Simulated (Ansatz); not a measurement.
**Energy profile**

The step: MgH₃ClO ([OH2][MgH][Cl]) + H₂O → MgH₃ClO₂ ([OH][Mg]([OH2])[Cl]) + H₂; bonds formed: Mg1–O7, H2–H6, H4–O7; dative contacts that become bonds: Mg1–O5; bonds broken: Mg1–H2, H4–O5, H6–O7 (atoms numbered as in the saddle structure below).

Mg1  (-0.615, 0.931, -0.911)
H2  (0.044, -0.717, -1.411)
Cl3  (-1.526, 2.480, -2.177)
H4  (0.277, -0.449, 1.007)
O5  (-0.183, 0.752, 0.928)
H6  (0.325, -1.140, -0.522)
O7  (0.572, -1.474, 0.634)
H8  (-0.413, 1.239, 1.717)
H9  (1.518, -1.621, 0.737)
(Å)

Electronic energies by CCSD(T) at an estimated basis limit (MP2 extrapolated from triple and quadruple zeta, plus CCSD(T) − MP2 in triple zeta), on PBE0-D4/def2-TZVP structures; MgH$_{5}$ClO$_{2}$, singlet; no counterpoise correction. Program: Ansatz 0.2.0. Basis: def2-TZVPP and def2-QZVPP. Cores are frozen in the correlated methods. The outer core shell of Li, Na, Mg and K is correlated. The def2 sets are not built for correlating such inner shells, so the correlated values are less sure here. Extrapolation: Hartree–Fock as exp(−7.88 √X), correlation as X^−2.97.

Give the profile in kcal/mol, counted from the separated reactants. (To be estimated.)

By the calculation:
```
                                                                                                                             point  kcal/mol
   separated: MgHCl (linked as [MgH][Cl]; Mg1, H2, Cl3; singlet) + H$_{2}$O (H4, O5, H8; singlet) + H$_{2}$O (H6, O7, H9; singlet)      0.00
                                                                                                                   start structure    -35.27
                                                                                                                            saddle    -23.02
                                                                                                                     end structure    -52.12
separated: MgHClO (linked as [OH][Mg][Cl]; Mg1, Cl3, O5, H8; singlet) + H$_{2}$ (H2, H6; singlet) + H$_{2}$O (H4, O7, H9; singlet)    -23.56
```
The saddle lies below the separated reactants: the barrier is submerged.

T1 diagnostic: at most 0.010.

For scale, one of the runs: CCSD(T)/def2-TZVPP, 206 basis functions, launched by `ansatz run in.yaml --threads 4 --pin off --events-out ev --progress --plain --max-ram 9574MiB`. Hardware: 4 CPU threads of an Arm Neoverse V1, shared host. Wall time 91 s; peak host memory 3 GiB.
